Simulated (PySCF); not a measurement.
**Assigning NMR signals**

Geometry:
```
atom   x (Å)   y (Å)   z (Å)
  C1   2.743   1.897  -1.161
  C2   1.945   1.233  -0.563
  C3   0.978   0.422   0.101
  C4   0.898  -1.039  -0.237
  C5  -0.189  -0.117  -0.699
 Si6  -1.915  -0.120   0.050
  N7  -1.753  -0.649   1.684
  H8   3.447   2.487  -1.668
  H9   0.786   0.705   1.129
 H10   0.694  -1.729   0.569
 H11   1.590  -1.424  -0.973
 H12  -0.151   0.127  -1.755
 H13  -2.446   1.240   0.149
 H14  -2.778  -0.955  -0.805
 H15  -1.314  -1.537   1.870
 H16  -2.543  -0.533   2.298
```

- shieldings: GIAO PBE0/pcSseg-1
- coordinates at the GFN2-xTB level
- program: PySCF 2.14.0 with density-fitted response routines
- a single conformation, one averaged value for each set of equivalent atoms, non-relativistic Hamiltonian, gas phase

Referencing at the same level of theory: 13C, 1H vs TMS.

Q: Assign these signals to the numbered atoms. 13C{1H} NMR (computed): δ 93.4, 69.4, 13.9, 9.1, 4.4.

A: 
| δ (ppm) | atoms | environment | reason |
| --- | --- | --- | --- |
| 93.4 | C2 | alkyne carbon | sp carbons lie upfield of alkene carbons because the cylindrical π system leaves one tensor component strongly shielded |
| 69.4 | C1 | terminal alkyne carbon | the triple bond shields along its axis, which puts it between sp3 and sp2 carbons |
| 13.9 | C4 | three-membered-ring carbon | carbons of three-membered rings are unusually shielded |
| 9.1 | C5 | three-membered-ring carbon | – |
| 4.4 | C3 | three-membered-ring carbon | – |

Q: Assign these signals to the numbered atoms. 1H NMR (400 MHz, computed): δ 5.16 (m, 1H), 4.81 (m, 1H), 1.57 (m, 1H), 1.13 (d, 1H), 1.01 (m, 1H), 0.54 (m, 1H), 0.03 (m, 1H), -0.32 (br s, 2H).

A: 
| δ (ppm) | atoms | environment | reason |
| --- | --- | --- | --- |
| 5.16 | H14 | hydrogen on a silicon bonded to C, N | – |
| 4.81 | H13 | hydrogen on a silicon bonded to C, N | – |
| 1.57 | H9 | hydrogen on a three-membered-ring carbon | cyclopropane-type protons are shielded by the ring |
| 1.13 | H8 | hydrogen on a terminal alkyne carbon | it lies on the axis of the triple bond, in its shielding cone |
| 1.01 | H11 | hydrogen on a three-membered-ring carbon | cyclopropane-type protons are shielded by the ring |
| 0.54 | H10 | hydrogen on a three-membered-ring carbon | – |
| 0.03 | H12 | hydrogen on a three-membered-ring carbon | – |
| -0.32 | H15/H16 | hydrogen on a nitrogen bonded to Si | exchangeable, gas-phase position |

The OH or NH signal is concentration- and solvent-dependent in practice; the value given is the gas-phase one. Shifts are as computed. Against solution values, carbons near 30 ppm lie about +3 ppm off and those near 130 ppm about +5 ppm. Of 1211 compounds with measured shifts, 218 miss one by over three times the rms of a fit or turn the order of signals round; such compounds aren't used in these exercises. Multiplicities follow the n + 1 count of equivalent neighbours, as no J values were calculated; m marks all less simple cases, F and P coupling included.
